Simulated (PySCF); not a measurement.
## Computed structure and properties of [CeH3(NH3)]+

System: [CeH3(NH3)]+ (singlet); start: displaced along the imaginary mode (C3). Method: PySCF 2.14.0, RKS PBE0, Ce lcecp-2-SVP with ECP46, H def2-SVP, N def2-SVP; non-relativistic Hamiltonian with scalar-relativistic core potentials where named; density fitting; no spin-orbit coupling.

Input of the relaxation:

```python
mol = gto.M(atom='''
Ce     0.15277    -0.15277     0.15277
H      1.30672     1.05251     1.12731
H     -1.05251    -1.12731     1.30672
H      1.12731    -1.30672    -1.05251
N     -1.29453     1.29453    -1.29453
H     -2.09487     1.74132    -0.76643
H     -0.76643     2.09487    -1.74132
H     -1.74132     0.76643    -2.09487''',
    basis={'Ce': 'lcecp-2-SVP', 'H': 'def2-SVP', 'N': 'def2-SVP'},
    ecp={'Ce': 'lcecp-2-SVP'},
    charge=1, spin=0)
mf = dft.RKS(mol, xc='PBE0')
mf.grids.atom_grid = (50, 194)  # f atoms: unpruned, at least (60, 302)
mf = mf.density_fit()  # fitting sets: Ce AutoAux, H def2-universal-JKFIT, N def2-universal-JKFIT
mf.conv_tol = 1e-08; mf.max_cycle = 55
mf.kernel(dm0)  # dm0: converged density of the start geometry
# quasi-Newton relaxation in Cartesian coordinates to a largest gradient under 0.00045 Eh/bohr, steps kept in the point group
```

Run from Python with OMP_NUM_THREADS=2; the lines above give its settings. Where DIIS fails, smearing, a level shift and second-order steps follow.
It took 2.9 min on 2 threads of Intel(R) Xeon(R) Processor @ 2.50GHz (Skylake/Cascade Lake), with other jobs on the host, from the converged density of the start.

Course of the relaxation:

```tsv
step	energy above end (eV)	largest force component within the symmetry (eV/Å)
0	0.0757	0.848
1	0.0188	0.042
2	0.0180	0.017
3	0.0168	0.104
4	0.0159	0.088
5	0.0122	0.119
6	0.0079	0.046
7	0.0072	0.184
12	0.0014	0.089
13	0.0008	0.033
14	0.0004	0.072
15	0.0002	0.027
16	0.0001	0.015
17	0.0000	0.005
```
(The steps between are left out.)

Relaxed geometry (nearly C3v):

```xyz
8

Ce    0.1499   -0.1499    0.1499
H     1.4691    1.0267    0.9227
H    -1.0267   -0.9227    1.4691
H     0.9227   -1.4691   -1.0267
N    -1.2899    1.2899   -1.2899
H    -2.2758    1.3142   -0.9979
H    -0.9979    2.2758   -1.3142
H    -1.3142    0.9979   -2.2758
```

| contact | Å |
| --- | --- |
| Ce1–H2 (H) | 1.929 |
| Ce1–H3 (H) | 1.929 |
| Ce1–H4 (H) | 1.929 |
| Ce1–N5 (NH3) | 2.494 |

On the finer grid (75, 302):

```
HOMO                                                          : not given (4f levels lie in the core)
LUMO                                                          : not given (4f levels lie in the core)
Dipole about the centre of mass                               : 6.08 D
Set of Mulliken populations of Ce1 outside the core potential : s 2.48, p 6.04, d 2.05, f 0.05
D3(BJ) dispersion energy (not in the energies)                : -0.103 eV
```

```
atom  Mulliken (e)  Löwdin (e)  spin (e)
 Ce1          1.38        1.14      0.00
  H2         -0.21       -0.16      0.00
  H3         -0.21       -0.16      0.00
  H4         -0.21       -0.16      0.00
  N5         -0.39       -0.07      0.00
  H6          0.21        0.14      0.00
  H7          0.21        0.14      0.00
  H8          0.21        0.14      0.00
```

The large-core potential holds the 4f shell empty.

On the grid (50, 194), as all that follows. Harmonic modes: a minimum; lowest 140 cm⁻¹ (negative: unstable), highest 3530 cm⁻¹, zero-point energy 1.494 eV.

Taking off one H (charge -1, singlet; the rest: singlet) in vacuum, both parts rigid, costs 15.25 eV; the small basis without counterpoise inflates it. Most of it is the attraction of opposite charges; other ways to part are cheaper, and one spin state was tried for the rest.

Rigid scan of H along the line from its metal:

(distance to H2 (Å), energy (eV)): (1.63, 0.718), (1.73, 0.281), (1.83, 0.062), (1.93, 0.000), (2.03, 0.050), (2.13, 0.178), (2.33, 0.573), (2.63, 1.293), (3.03, 2.225), (3.53, 3.185)

Taking off one NH3 (charge 0, singlet; the rest: singlet) in vacuum, both parts rigid, costs 2.50 eV; the small basis without counterpoise inflates it.

Rigid scan of NH3 along the line from its metal:

| distance to N5 (Å) | energy (eV) |
| --- | --- |
| 2.19 | 0.444 |
| 2.29 | 0.171 |
| 2.39 | 0.037 |
| 2.49 | 0.000 |
| 2.59 | 0.030 |
| 2.69 | 0.103 |
| 2.89 | 0.320 |
| 3.19 | 0.692 |
| 3.59 | 1.132 |
| 4.09 | 1.539 |

One start shape was tried, so this needn't be the lowest isomer.
